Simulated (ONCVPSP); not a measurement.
**Logarithmic derivatives: Ar, ONCV**

Ar, optimised norm-conserving Vanderbilt (ONCV), made with ONCVPSP 4.0.1 (PBE, scalar-relativistic). Core [Ne], reference 3s2 3p6. Waves: 3s: rc 1.30 bohr, ncon 3, nbas 6, qcut 4.5 1/bohr, 1 projector; 3p: rc 1.20 bohr, ncon 3, nbas 7, qcut 7.3 1/bohr, 1 projector; d scattering state at 0.4 Ha: rc 1.40 bohr, ncon 4, nbas 9, qcut 7.1 1/bohr, 2 projectors, debl 3.3 Ha. Local part: polynomial inside 1.20 bohr (lpopt 5, dvloc0 0 Ha). Core correction: Teter function fitted to the true core (icmod 2), fcfact 0.7.

The phase is arctan(r·R′/R) of the radial function R(r), unwrapped; energies in Ha, scanned from -2 to 5 Ha. A pole is an energy at which the radial function vanishes at the test radius. The pseudo phase is shifted by a multiple of π to meet the all-electron one at the reference energy, and phase errors are pseudo minus all-electron; the curves can meet again beyond the range given. Levels narrower than the energy grid can be missing from the lists of poles.

| channel | radius (bohr) | reference energy (Ha) | poles, all-electron | poles, pseudo | unbroken range about the reference energy with phases within 0.05 rad | phase error 1 Ha above the reference energy (rad) |
| --- | --- | --- | --- | --- | --- | --- |
| s | 1.32 | -0.89 | 2.51 | 1.62 | below 1.3 | -0.010 |
| p | 1.22 | -0.38 | 4.25 | 3.66 | below 4.1 | -0.005 |
| d | 1.43 | 0.40 | 2.72 | 2.72 | the whole range | +0.000 |

Phases in the p channel:

```csv
E (Ha),all-electron,pseudo
-1.98,0.516,0.499
-1.80,0.411,0.396
-1.62,0.291,0.278
-1.44,0.157,0.146
-1.26,0.011,0.002
-1.08,-0.143,-0.148
-0.90,-0.296,-0.300
-0.72,-0.444,-0.445
-0.54,-0.579,-0.580
-0.36,-0.700,-0.700
-0.18,-0.806,-0.807
0.00,-0.898,-0.899
0.18,-0.977,-0.979
0.36,-1.045,-1.048
0.54,-1.104,-1.109
0.72,-1.155,-1.161
0.90,-1.200,-1.207
1.08,-1.240,-1.248
1.26,-1.275,-1.285
1.44,-1.306,-1.317
1.62,-1.334,-1.347
1.80,-1.359,-1.374
1.98,-1.382,-1.398
2.16,-1.404,-1.421
2.34,-1.423,-1.443
2.52,-1.441,-1.463
2.70,-1.458,-1.482
2.88,-1.474,-1.500
3.06,-1.488,-1.517
3.24,-1.502,-1.534
3.42,-1.516,-1.550
3.60,-1.528,-1.566
3.78,-1.541,-1.582
3.96,-1.552,-1.597
4.14,-1.564,-1.614
4.32,-1.575,-1.630
4.50,-1.586,-1.647
4.68,-1.597,-1.664
4.86,-1.607,-1.683
```
